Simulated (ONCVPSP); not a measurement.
## PBE ONCV dataset for cerium (Ce), fully relativistic all-electron reference.

```
Element                 : cerium
Generator               : ONCVPSP 4.0.1
Type                    : optimised norm-conserving Vanderbilt (ONCV)
Functional              : PBE
Relativity              : fully relativistic
Frozen core             : [Kr] 4d10
Valence charge          : 12
Reference configuration : 4f1 5s2 5p6 5d1 6s2
Partial waves           : 5s+6s: rc 1.95 bohr, ncon 3, nbas 6, qcut 7.7 1/bohr, 2 projectors; 5p: rc 1.85 bohr, ncon 4, nbas 9, qcut 4.9 1/bohr, 2 projectors, debl 3.4 Ha; 5d: rc 4.00 bohr, ncon 4, nbas 9, qcut 3.2 1/bohr, 2 projectors, debl 1 Ha; 4f: rc 1.85 bohr, ncon 4, nbas 9, qcut 10.2 1/bohr, 2 projectors, debl 2.3 Ha
Local potential         : polynomial inside 1.70 bohr (lpopt 3, dvloc0 1 Ha)
Core correction         : Teter function, fcfact 3.5, rcfact 1.3
```

Open shells are filled in proportion to 2j + 1.

All-electron outer shells of the reference configuration (PBE, scalar-relativistic, ld1.x):

```json
{"shell": "4d", "level (eV)": "-110.49", "outermost node (bohr)": "0.31", "outermost maximum (bohr)": "0.66"}
{"shell": "5s", "level (eV)": "-40.59", "outermost node (bohr)": "0.75", "outermost maximum (bohr)": "1.37"}
{"shell": "5p", "level (eV)": "-23.22", "outermost node (bohr)": "0.81", "outermost maximum (bohr)": "1.55"}
{"shell": "4f", "level (eV)": "-5.38", "outermost node (bohr)": "–", "outermost maximum (bohr)": "0.71"}
{"shell": "6s", "level (eV)": "-3.74", "outermost node (bohr)": "1.82", "outermost maximum (bohr)": "3.72"}
{"shell": "5d", "level (eV)": "-3.06", "outermost node (bohr)": "0.92", "outermost maximum (bohr)": "2.15"}
```

Q: Is a potential produced?

A: No. ONCVPSP 4.0.1 stopped with "ERROR pspot: first pseudo wave function has node, program will stop": the optimised pseudo-wave of the first projector has a node, so the radial equation cannot be inverted for a potential. It happened in the s channel.
